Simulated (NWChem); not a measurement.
Everything below was run with NWChem. System: C₂H₅S, charge 0, spin multiplicity 2, at a geometry optimised with UB3LYP/def2-SVP. The structure started from a generated list of species. Its SCF solution wasn't tested for a lower state. Level: G0W0@UPBE/def2-SVPD, RI basis def2-svpd-rifit.

NWChem printed:

```
             Northwest Computational Chemistry Package (NWChem) 7.3.0
             --------------------------------------------------------

                                NWChem Input Module
                                -------------------

 Scaling coordinates for geometry "geometry" by  1.889725989
 (inverse scale =  0.529177249)

                             Geometry "geometry" -> ""
                             -------------------------

 Output coordinates in angstroms (scale by  1.889725989 to convert to a.u.)

  No.       Tag          Charge          X              Y              Z
 ---- ---------------- ---------- -------------- -------------- --------------
    1 C                    6.0000     1.44123000     0.04504500    -0.31009900
    2 S                   16.0000    -0.01491300    -0.29338900     0.54296200
    3 C                    6.0000    -1.27170600     0.39269500    -0.58066200
    4 H                    1.0000     2.36686700    -0.31134000     0.14458500
    5 H                    1.0000     1.46867800     0.79727200    -1.10154600
    6 H                    1.0000    -1.11035900     1.47042200    -0.73423600
    7 H                    1.0000    -1.25432300    -0.12906100    -1.54883400
    8 H                    1.0000    -2.24939600     0.24049400    -0.10279400

 Effective nuclear repulsion energy (a.u.)     103.2907222285

            Nuclear Dipole moment (a.u.)
            ----------------------------
        X                 Y               Z
 ---------------- ---------------- ----------------
     0.0000056692     0.0000056692     0.0000018897


 Summary of "ao basis" -> "" (spherical)
 ------------------------------------------------------------------------------
       Tag                 Description            Shells   Functions and Types
 ---------------- ------------------------------  ------  ---------------------
 *                         def2-svpd                  on all atoms

 new library libraries.bse/

 Summary of "ri basis" -> "" (spherical)
 ------------------------------------------------------------------------------
       Tag                 Description            Shells   Functions and Types
 ---------------- ------------------------------  ------  ---------------------
 *                      def2-svpd-rifit               on all atoms

  pbe96 is a nonlocal functional; adding pw91lda local functional.

                                 NWChem DFT Module
[...]
          23.704669917728         281.184669695526          34.740944493166
         -17.585408577469          34.740944493166         241.504499475246

     Multipole analysis of the density
     ---------------------------------

     L   x y z        total         alpha         beta         nuclear
     -   - - -        -----         -----         ----         -------
     0   0 0 0     -0.000000    -17.000000    -16.000000     33.000000

     1   1 0 0     -0.338766     -1.079640      0.740869      0.000006
     1   0 1 0      0.301473      0.215364      0.086103      0.000006
     1   0 0 1     -0.343626     -0.049045     -0.294583      0.000002

     2   2 0 0    -18.189743    -79.932352    -73.225478    134.968086
     2   1 1 0     -0.347672      7.095812      7.249918    -14.693402
     2   1 0 1      0.653121     -4.739665     -6.509979     11.902765
     2   0 2 0    -21.073106    -20.964317    -18.977844     18.869055
     2   0 1 1     -0.935636      9.648662     10.229454    -20.813752
     2   0 0 2    -20.715669    -32.144980    -29.637095     41.066406

 Task  times  cpu:       11.1s     wall:       11.1s

                                NWChem Input Module
                                -------------------

                                 NWChem GW Module
                                 ----------------

                             ***********************
                             ***        GW       ***
                             ***********************

 Summary of "ri basis" -> "ri basis" (spherical)
 ------------------------------------------------------------------------------
       Tag                 Description            Shells   Functions and Types
 ---------------- ------------------------------  ------  ---------------------
 C                      def2-svpd-rifit             20       64   7s6p5d2f
 S                      def2-svpd-rifit             24       78   9s6p6d3f
 H                      def2-svpd-rifit              9       23   4s3p2d

                 Memory Information
                 ------------------
          Available GA per process is          1699.8 MBs
          Available stack per process is        700.0 MBs
          Available heap per process is           0.0 MBs

          Peak memory in Initialization
              Peak GA per process is                 10.6 MBs
              Peak stack per process is               0.1 MBs
              Peak heap per process is               10.7 MBs
              Memory not in MA per process            0.0 MBs

          Peak memory in AFF Calculation
              Peak GA per process is                 84.9 MBs
              Peak stack per process is              68.0 MBs
              Peak heap per process is                0.0 MBs
              Memory not in MA per process           68.0 MBs

          Computing 2-center integrals
          Computing Inverse Cholesky factor
          Computing 3-center integrals
          Computing V_xc ...

          Computing Sigma_x
          Computing RPA polarizability
          Solving quasiparticle equations

                  Alpha Orbitals
          State     Energy (eV)     Error (eV)
          -----------------------------------
@GW        14        -12.558           0.003
@GW        15        -10.977           0.003
@GW        16        -10.463           0.002
@GW        17         -6.274           0.002
@GW        18          2.354           0.002
@GW        19          2.288           0.004

                   Beta Orbitals
          State     Energy (eV)     Error (eV)
          -----------------------------------
@GW        13        -13.893           0.004
@GW        14        -12.392           0.002
@GW        15        -10.658           0.002
@GW        16         -9.060           0.002
@GW        17          0.532           0.002
@GW        18          2.400           0.002

   Applying  -2.4545 eV scissor-shift to rest of particle states

   Applying   2.7148 eV scissor-shift to rest of hole states

   Applying  -2.5303 eV scissor-shift to rest of particle states

   Applying   2.9199 eV scissor-shift to rest of hole states

     GW Timing Statistics
   ------------------------
   Init.   :          0.0s
     ERIs  :          0.5s
     Distr.:          0.0s
     Vxc   :          0.7s
   Sigma_x :          0.0s
   RPA     :          4.1s
   Wmn     :          0.1s
   Sigma_c :          0.1s
   GW total:          5.4s

 Task  times  cpu:        5.4s     wall:        5.4s

 Total times  cpu:       16.5s     wall:       16.5s
```

Task: Write an NWChem input that would produce this output.

Result: This is not unique; one that fits is 
```
start mol
memory heap 200 mb stack 700 mb global 1700 mb
geometry units angstroms nocenter noautoz noautosym
  C      1.441230     0.045045    -0.310099
  S     -0.014913    -0.293389     0.542962
  C     -1.271706     0.392695    -0.580662
  H      2.366867    -0.311340     0.144585
  H      1.468678     0.797272    -1.101546
  H     -1.110359     1.470422    -0.734236
  H     -1.254323    -0.129061    -1.548834
  H     -2.249396     0.240494    -0.102794
end
basis spherical
  * library def2-svpd
end
basis "ri basis" bse spherical
  * library def2-svpd-rifit
end
dft
  xc xpbe96 cpbe96
  odft
  mult 2
  iterations 100
  direct
  tolerances tight
end
task dft energy
gw
  states alpha occ 4 vir 2
  states beta occ 4 vir 2
end
task dft gw
```
